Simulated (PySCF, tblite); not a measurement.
A set of runs on `BBNB(C)C`; the geometry of each is named by its level. Settings lines and outputs come from a driver script.

Species: C2H10B3N.
Atom-mapped SMILES: `[BH2:1][BH:2][NH:3][B:4]([CH3:5])[CH3:6]` (hydrogens: H7, H8 on B1; H9 on B2; H10 on N3; H11, H12, H13 on C5; H14, H15, H16 on C6)

Step 1: GFN2-xTB geometry optimisation, gas phase (tblite 0.8.0) (from a force-field or distance-geometry start)
```json
{"job": {"kind": "relax", "xc": "GFN2-xTB", "basis": "xTB"}, "charge": 0, "multiplicity": 1}
```
```
step      E/eV     max force
  0    -434.06118    1.842
  1    -434.19420    1.199
  2    -434.32311    0.815
...
131    -436.04826    0.018
132    -436.04833    0.015
133    -436.04835    0.013
134    -436.04836    0.011
135    -436.04837    0.010
```

Energy lowered by 45.8 kcal/mol over 135 steps; largest atomic force 0.010 eV/Å at the end. «max force» is the largest atomic force in eV/Å.

On one thread, Arm Neoverse V1 (aarch64), no GPU, shared host with 32 logical CPUs at a one-minute load of 10, this took 0.65 s wall.

Step 2: GFN2-xTB harmonic vibrations, gas phase (tblite 0.8.0) (on the GFN2-xTB geometry)
```json
{"job": {"kind": "ir", "xc": "GFN2-xTB", "basis": "xTB"}, "charge": 0, "multiplicity": 1}
```
```
(table of modes left out)
```

42 modes from 24 to 3393 cm⁻¹ (unscaled, harmonic); zero-point energy 79.2 kcal/mol; all wavenumbers are real at this level.

Hardware: one thread of an Arm Neoverse V1, shared host with 32 logical CPUs at a one-minute load of 10. Cost: 0.36 s of wall time.

Step 3: TDDFT wB97X-D/def2-SVPD, vertical, gas phase, core orbitals frozen in the response (PySCF 2.14.0, density-fitted response routines) (on the GFN2-xTB geometry)
```json
{"job": {"kind": "uv", "xc": "wB97X-D", "basis": "def2-SVPD", "nstates": 8, "ntriplets": 3}, "charge": 0, "multiplicity": 1}
```
```
...
Static polarisability (au): isotropic 75.792, principal 59.151 76.421 91.805
Singlet excitations
state   eV       nm        f      main configurations
  1   5.3553    231.5   0.00754   H->L 0.92
  2   5.9679    207.8   0.00151   H->L+1 0.93
  3   6.3327    195.8   0.00074   H-3->L 0.34, H-2->L 0.33, H-1->L 0.28
  4   6.9872    177.4   0.00151   H-1->L+1 0.54, H-2->L+1 0.32
  5   7.2035    172.1   0.14600   H-2->L+1 0.54, H-1->L+1 0.28, H-1->L 0.08
  6   7.5037    165.2   0.02806   H-3->L 0.53, H-1->L 0.33
  7   7.5308    164.6   0.16528   H-2->L 0.51, H-1->L 0.24
  8   7.9826    155.3   0.01342   H->L+2 0.66, H-4->L 0.11, H->L+4 0.09
Triplet excitations (Tamm-Dancoff, eV): 4.6311 5.3658 5.7365
```

HOMO -10.03 eV, LUMO 0.74 eV; lowest singlet 5.36 eV; lowest triplet 4.63 eV (Tamm–Dancoff); mean polarisability 75.8 au.

The run took 25 s wall on one thread, Intel Xeon 6975P-C (x86_64), no GPU (shared host), and the process peaked at 0.84 GiB of memory.

Geometry of the electronic-property runs (GFN2-xTB):
```
atom  x, y, z in Å
B1     2.2995    0.5317    0.7818
B2     1.7571   -0.3989   -0.4647
N3     0.3732   -0.6457   -0.6958
B4    -0.7229   -0.1696    0.0556
C5    -0.4635    0.7705    1.3015
C6    -2.2024   -0.5918   -0.3390
H7     2.5793    1.6660    0.6361
H8     2.6720    0.0655    1.7972
H9     2.4937   -0.9122   -1.2359
H10    0.1433   -1.2336   -1.4875
H11   -0.8895    1.7615    1.1521
H12    0.6096    0.9018    1.4793
H13   -0.9030    0.3758    2.2160
H14   -2.8873    0.2534   -0.3219
H15   -2.5903   -1.3091    0.3839
H16   -2.2764   -1.0565   -1.3206
```

 (This holds for the electronic-property runs.)

One conformer stands for the species.

wB97X-D is run here without its empirical dispersion term; that term would change no orbital, density or response property at a fixed geometry.
